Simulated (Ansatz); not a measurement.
Two isomers of C2H4F2OSi: A = `C[Si](F)(F)C=O`, B = `C=C(F)[SiH](O)F`.

Gas-phase electronic energies from Ansatz, PBE0-D4/def2-TZVP geometries. CCSD(T)/CBS is the MP2 limit (def2-TZVPP, def2-QZVPP) plus CCSD(T) − MP2 in def2-TZVPP, frozen cores. Functionals use def2-TZVPP. B3LYP here is the variant with VWN-RPA as its local correlation; programs differ in this. Each species was taken in one conformer, which may not be the lowest.

(1) Which isomer does CCSD(T)/CBS put lower? Give the gap. (Estimate.)

(2) Give E(B) − E(A) in kJ/mol with ωB97M-V, MP2/def2-TZVPP, B3LYP, CCSD(T)/def2-TZVPP, PBE0-D4, PBE-D4, r2SCAN-D4. (Estimate.)

Largest T1 diagnostic: 0.013.

Answers

(1) The calculation gave: A, by 95.8 kJ/mol.

(2) Ansatz gave: ωB97M-V 96.0, MP2/def2-TZVPP 100.9, B3LYP 95.1, CCSD(T)/def2-TZVPP 97.6, PBE0-D4 95.0, PBE-D4 95.2, r2SCAN-D4 94.7. None reverses the order clearly.
